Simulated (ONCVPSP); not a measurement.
## Which change was made? (Ne, ONCV)

| Item | Value |
| --- | --- |
| Element | neon (Ne) |
| Generator | ONCVPSP 4.0.1 |
| Type | optimised norm-conserving Vanderbilt (ONCV) |
| Functional | PBE |
| Relativity | scalar-relativistic |
| Frozen core | [He] |
| Valence charge | 8 |
| Reference configuration | 2s2 2p4 (charge +2) |
| Partial waves | 2s: rc 0.60 bohr, ncon 5, nbas 8, qcut 13.9 1/bohr, local; 2p: rc 1.35 bohr, ncon 4, nbas 9, qcut 10.1 1/bohr, 1 projector; d scattering state at 0.18 Ha: rc 1.05 bohr, ncon 4, nbas 7, qcut 9.2 1/bohr, 2 projectors, debl 0.7 Ha |
| Local potential | the s channel |
| Core correction | Teter function, fcfact 5.5, rcfact 1.55 |

Cutoffs, loose and tight: the cutoffs (Ha) at which the residual kinetic energy of the hardest occupied pseudo-wave falls to 1 and 0.1 mHa per electron. They do not see the model core or the augmentation charge, which bear on the density cutoff. Test errors are all-electron minus pseudo excitation energies from the reference, over the configurations 2s2 2p6; 2s2 2p5; 2s2 2p3; 2s2 2p2; variants that change the core or the reference have their own tests.

The base gives: outcome: generated; cutoff, loose: 76 Ha; cutoff, tight: 208 Ha; bound ghosts: none; GHOST(+) flags above zero: none; largest test error (meV): +1448.

(1) After one change the result is: outcome: generated; cutoff, loose: 73 Ha; cutoff, tight: 207 Ha; bound ghosts: none; GHOST(+) flags above zero: none; largest test error (meV): +990. Which change was it?
A. reference 2s2 2p6
B. p: nproj 2
C. all radii but the core radius scaled by about 0.89 (s 0.54, p 1.20, d 0.92 bohr)
D. s: rc 0.56

Results:

(1) A. The others give: all radii but the core radius scaled by about 0.89 (s 0.54, p 1.20, d 0.92 bohr) → outcome: generated; cutoff, loose: 422 Ha; cutoff, tight: 555 Ha; bound ghosts: none; GHOST(+) flags above zero: d; largest test error (meV): +1075 | p: nproj 2 → outcome: generated, projector energies reset by the program; cutoff, loose: 76 Ha; cutoff, tight: 208 Ha; bound ghosts: none; GHOST(+) flags above zero: none; largest test error (meV): +1584 | s: rc 0.56 → outcome: generated; cutoff, loose: 204 Ha; cutoff, tight: 490 Ha; bound ghosts: none; GHOST(+) flags above zero: none; largest test error (meV): +1450.
